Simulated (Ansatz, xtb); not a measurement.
## Relative energy of two structures of CH6AlIn

Structure I: a singlet given by its coordinates. Structure II: a singlet given by its coordinates. Both are isolated molecules in the gas phase, relaxed with BLYP-D3(BJ)/def2-SVP.

I (Å):

| atom | x (Å) | y (Å) | z (Å) |
| --- | --- | --- | --- |
| C | 1.3765 | 1.5792 | -2.6618 |
| Al | -0.6166 | -2.5316 | -0.4530 |
| In | 0.4933 | -0.2406 | -1.6831 |
| H | 2.3689 | 1.8079 | -2.2208 |
| H | 1.5019 | 1.4058 | -3.7507 |
| H | 0.7108 | 2.4547 | -2.5146 |
| H | 0.1993 | -3.6297 | -1.2980 |
| H | -2.1501 | -2.2481 | -0.8447 |
| H | -0.1367 | -2.2079 | 1.0472 |

Close contacts (Å): C1–In3 2.25, Al2–In3 2.83, C1–H4 1.11, C1–H5 1.11, C1–H6 1.11, Al2–H7 1.61, Al2–H8 1.61, Al2–H9 1.61.

II (Å):

```json
{"atom": "C", "x (Å)": "-0.7121", "y (Å)": "-0.5547", "z (Å)": "-1.4609"}
{"atom": "Al", "x (Å)": "-0.1437", "y (Å)": "0.4169", "z (Å)": "0.1728"}
{"atom": "In", "x (Å)": "2.5899", "y (Å)": "0.1575", "z (Å)": "1.5471"}
{"atom": "H", "x (Å)": "-0.9778", "y (Å)": "0.1531", "z (Å)": "-2.2751"}
{"atom": "H", "x (Å)": "-1.0863", "y (Å)": "1.4585", "z (Å)": "0.9495"}
{"atom": "H", "x (Å)": "-1.6119", "y (Å)": "-1.1761", "z (Å)": "-1.2638"}
{"atom": "H", "x (Å)": "1.4011", "y (Å)": "1.1572", "z (Å)": "-0.0292"}
{"atom": "H", "x (Å)": "0.5387", "y (Å)": "-0.6487", "z (Å)": "1.3449"}
{"atom": "H", "x (Å)": "0.0776", "y (Å)": "-1.2296", "z (Å)": "-1.8528"}
```

Close contacts (Å): C1–Al2 1.98, Al2–In3 3.07, C1–H4 1.11, C1–H6 1.11, C1–H9 1.11, Al2–H5 1.61, Al2–H7 1.72, Al2–H8 1.72, In3–H7 2.21, In3–H8 2.21.

**Question.** Estimate which is lower in electronic energy at CCSD(T)/def2-TZVP, and by roughly how much.

**Answer.** The CCSD(T)/def2-TZVP calculation puts structure II lower, by 0.904 eV.

How the difference moves with the method:

```json
{"level": "BLYP-D3(BJ)/def2-SVP", "geometry": "BLYP-D3(BJ)/def2-SVP", "E(II) − E(I) (eV)": "−1.077", "departure from the last row (eV)": "−0.173", "job, with rough time for the two": "optimisation, 30 s"}
{"level": "HF/def2-TZVP", "geometry": "BLYP-D3(BJ)/def2-SVP", "E(II) − E(I) (eV)": "−0.923", "departure from the last row (eV)": "−0.020", "job, with rough time for the two": "part of the CCSD(T) run"}
{"level": "MP2/def2-TZVP", "geometry": "BLYP-D3(BJ)/def2-SVP", "E(II) − E(I) (eV)": "−0.895", "departure from the last row (eV)": "+0.009", "job, with rough time for the two": "part of the CCSD(T) run"}
{"level": "CCSD(T)/def2-TZVP", "geometry": "BLYP-D3(BJ)/def2-SVP", "E(II) − E(I) (eV)": "−0.904", "departure from the last row (eV)": "", "job, with rough time for the two": "single point, 23 s"}
```

None of the levels shown reverses the order. The largest departure from CCSD(T)/def2-TZVP is that of BLYP-D3(BJ)/def2-SVP, 0.173 eV. A small imaginary or near-zero mode remains, so no thermal terms are given. Levels run at GFN2-xTB geometries aren't shown.

The correlated steps freeze 10 core orbitals; the filled d shell of In is correlated, in a basis made for valence electrons. Atoms past krypton carry core potentials in the def2 sets and no spin–orbit term is included. Codes used: Ansatz 0.2.0; the last row on 2 threads of Intel(R) Xeon(R) 6975P-C (Granite Rapids) on a shared host.
